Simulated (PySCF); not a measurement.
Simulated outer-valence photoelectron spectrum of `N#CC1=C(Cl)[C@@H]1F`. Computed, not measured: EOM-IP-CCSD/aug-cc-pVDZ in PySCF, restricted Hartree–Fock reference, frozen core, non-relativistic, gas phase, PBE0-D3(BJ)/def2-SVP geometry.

Each root has a Gaussian of 0.6 eV full width with its one-hole share as area; cross sections and vibrations are left out, and the highest printed point is 100.

ionisation energy (eV), intensity and a bar:
```
     10.1          0 
     10.2          1 
     10.3          2 #
     10.4          5 ##
     10.5         11 ###
     10.6         19 ######
     10.7         28 ########
     10.8         36 ###########
     10.9         39 ############
     11.0         37 ###########
     11.1         31 #########
     11.2         25 #######
     11.3         22 ######
     11.4         24 #######
     11.5         31 #########
     11.6         41 ############
     11.7         49 ###############
     11.8         55 #################
     11.9         58 #################
     12.0         56 #################
     12.1         51 ###############
     12.2         42 #############
     12.3         32 #########
     12.4         21 ######
     12.5         12 ####
     12.6          6 ##
     12.7          3 #
     12.8          1 
     12.9          2 #
     13.0          4 #
     13.1         10 ###
     13.2         20 ######
     13.3         35 ###########
     13.4         54 ################
     13.5         73 ######################
     13.6         88 ##########################
     13.7         97 #############################
     13.8        100 ##############################
     13.9         98 #############################
     14.0         93 ############################
     14.1         86 ##########################
     14.2         78 ########################
     14.3         71 #####################
     14.4         64 ###################
     14.5         58 #################
     14.6         51 ###############
     14.7         42 #############
     14.8         31 #########
     14.9         21 ######
     15.0         12 ####
     15.1          6 ##
     15.2          3 #
     15.3          1 
     15.4          0 
     15.5          0
```

Task: Where are the maxima, and how many lines lie under the curve?

Result: 3 maxima, at 10.9, 11.9 and 13.8 eV, from 8 lines. At this width some lines have no maximum of their own.

Task: List the lines with their holes.

Result: 
```
E (eV)  leading hole (HF orbital)  area  Koopmans (eV)
 10.91                       HOMO  0.96          11.16
 11.72                     HOMO-1  0.95          12.72
 12.10                     HOMO-2  0.95          13.06
 13.56                     HOMO-6  0.92          16.14
 13.70                     HOMO-3  0.94          14.36
 13.95                     HOMO-4  0.94          14.92
 14.21                     HOMO-5  0.94          15.48
 14.61                     HOMO-7  0.93          16.41
```

The widest gap, 1.46 eV, lies between 12.10 and 13.56 eV. Only orbitals with −ε under 21 eV, eight at most, were ionised, so the high end of the curve may lack lines.
